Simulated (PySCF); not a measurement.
These compounds are isomers of formula C7H5FN2.

A. `Fc1cn2ccccc2n1`
B. SMILES N#CC(C#N)=CC/C=C/F
C. SMILES C#Cc1ncc(C)c(F)n1
D. `C#Cc1nnc(C)cc1F`

Spectrum 1. 1H NMR (500 MHz, computed): δ 7.08 (m, 1H), 3.38 (s, 1H), 3.02 (s, 3H). 13C{1H} NMR (computed): δ 175.6 (C), 162.6 (C), 140.3 (C), 115.6 (CH), 98.2 (CH), 80.6 (C), 25.1 (CH3).

Spectrum 2. 1H NMR (500 MHz, computed): δ 8.26 (d, 1H), 7.86 (d, 1H), 7.47 (m, 1H), 7.16 (m, 1H), 7.12 (m, 1H). 13C{1H} NMR (computed): δ 171.4 (C), 143.3 (C), 128.8 (CH), 128.5 (CH), 124.3 (CH), 118.3 (CH), 95.3 (CH).

Spectrum 3. 1H NMR (500 MHz, computed): δ 8.81 (m, 1H), 2.71 (s, 1H), 2.40 (s, 3H). 13C{1H} NMR (computed): δ 178.1 (C), 166.0 (CH), 154.7 (C), 122.7 (C), 86.6 (C), 86.4 (CH), 14.3 (CH3).

Spectrum 4. 1H NMR (500 MHz, computed): δ 7.42 (t, 1H), 7.13 (m, 1H), 5.51 (m, 1H), 3.31 (m, 2H). 13C{1H} NMR (computed): δ 175.2 (CH), 163.6 (CH), 118.2 (C), 116.9 (C), 110.5 (CH), 93.1 (C), 34.6 (CH2).

Computed data (PySCF 2.14): shielding tensors at PBE0/pcSseg-1 (GIAO), coordinates at the GFN2-xTB level. Single conformer, non-relativistic Hamiltonian, no solvent model, averaged over atoms made equivalent by symmetry, fast rotation or ring inversion.

Scale: 1H (σ = 31.72 ppm), 13C (σ = 186.93 ppm) vs TMS (reference shieldings calculated alike). Splittings of carbon signals by F and P are missing where no couplings were computed. Where no couplings were computed, multiplicities follow the n + 1 count of equivalent neighbours, and m marks all less simple cases (inequivalent or close neighbours, rings, F or P nearby). Shifts are as computed. Against solution values, carbons near 30 ppm lie about +3 ppm off and those near 130 ppm about +5 ppm. Of 1211 compounds with measured shifts, 218 miss one by over three times the rms of a fit or turn the order of signals round; such compounds aren't used in these exercises.

Question: Which spectrum belongs to which compound?

Answer: 1–D, 2–A, 3–C, 4–B.

- Spectrum 1 (D): 7 13C signals; δC 175.6 is an aromatic carbon bearing fluorine; δC 98.2 is a terminal alkyne carbon.
- Spectrum 2 (A): 7 13C signals; δC 171.4 is an aromatic carbon bearing fluorine; δC 128.8 is an aromatic CH.
- Spectrum 3 (C): 7 13C signals; δC 178.1 is an aromatic carbon bearing fluorine; δC 166.0 is an aromatic CH next to a ring nitrogen.
- Spectrum 4 (B): 7 13C signals; δC 163.6 is an alkene CH; δC 118.2 is a nitrile carbon.
